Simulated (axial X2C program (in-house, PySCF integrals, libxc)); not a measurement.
Values are calculated unless marked as measured or tabulated.
## InN: input and output

Program: an in-house all-electron X2C program for linear molecules (integrals from PySCF).

The run was started with this input:
```json
{"zs": [49, 7], "q": 0, "bas": ["dyall-cv3z", "dyall-av3z"], "levels": ["PBE0", "HF", "PBE50"], "cc": true, "r0": 1.96, "thr": -2.0, "nmax": 110, "npts": 10, "nst": 2, "ntry": 8}
```
```bash
python so2c.py task.json out
```

Keys: zs atomic numbers; q charge; bas basis sets; levels methods; cc coupled cluster on or off; r0 starting distance in Å; thr threshold in hartree for freezing inner shells (an s shell follows its p shell); nmax most natural virtual spinors; npts points on the curve; nst determinants followed; ntry starts of the search. HF also brings MP2.

Output of the HF step, with spin–orbit coupling, at R = 2.219 Å for the state Ω = 1. It starts from PBE0 orbitals of this distance.

```
two-component X2C + atomic mean field  HF
basis functions 186  fitting functions 940  grid points 5082
iter        total energy     max residual
   1      -5930.261977202     2.10e-01
   2      -5930.288385813     5.01e-03
   3      -5930.289682028     2.08e-03
   4      -5930.289934730     1.39e-03
   5      -5930.290010525     1.02e-03
   6      -5930.290088198     6.08e-04
   7      -5930.290141234     4.01e-04
   8      -5930.290165299     2.31e-04
   9      -5930.290171341     8.83e-05
  10      -5930.290173505     7.81e-05
  11      -5930.290175495     7.47e-05
  12      -5930.290178151     6.63e-05
  13      -5930.290181296     5.09e-05
  14      -5930.290183288     3.70e-05
  15      -5930.290183609     2.64e-05
  16      -5930.290183643     2.17e-05
  17      -5930.290183663     1.67e-05
  18      -5930.290183677     1.00e-05
  19      -5930.290183684     4.35e-06
  20      -5930.290183685     1.92e-06
converged
one-electron -8324.05240754  Coulomb 2480.46337789  exact exchange -165.21958374  xc functional 0.00000000  nuclear repulsion 81.79710831  atomic mean-field constant -3.27867860
correlated 18  virtual 260  natural virtual 110  E(MP2) -0.627185748  MP2 remainder -0.041780872
iter   CCSD correlation   residual
   1     -0.556355385   1.32e-01
   2     -0.570014838   5.03e-02
   3     -0.572486883   2.23e-02
   4     -0.572475591   9.06e-03
   5     -0.572642121   4.84e-03
   6     -0.572698365   2.07e-03
   7     -0.572691268   7.74e-04
   8     -0.572701800   3.63e-04
   9     -0.572693171   2.03e-04
  10     -0.572695488   1.11e-04
  11     -0.572694280   6.75e-05
  12     -0.572694709   3.95e-05
  13     -0.572694881   2.15e-05
  14     -0.572694974   1.28e-05
  15     -0.572694968   6.63e-06
(T) -0.017803983  T1 0.0261  D1 0.0664  max T2 0.074
```
Energies are in hartree; totals compare only within one Hamiltonian and basis. T1 in the output is the amplitude norm over the root of the electron number; divide by √2 for the Lee–Taylor value. The determinant is spin-polarised beyond a pure state at some levels (its spin-free form has ⟨S²⟩ too high), which makes Re and μ there less reliable.
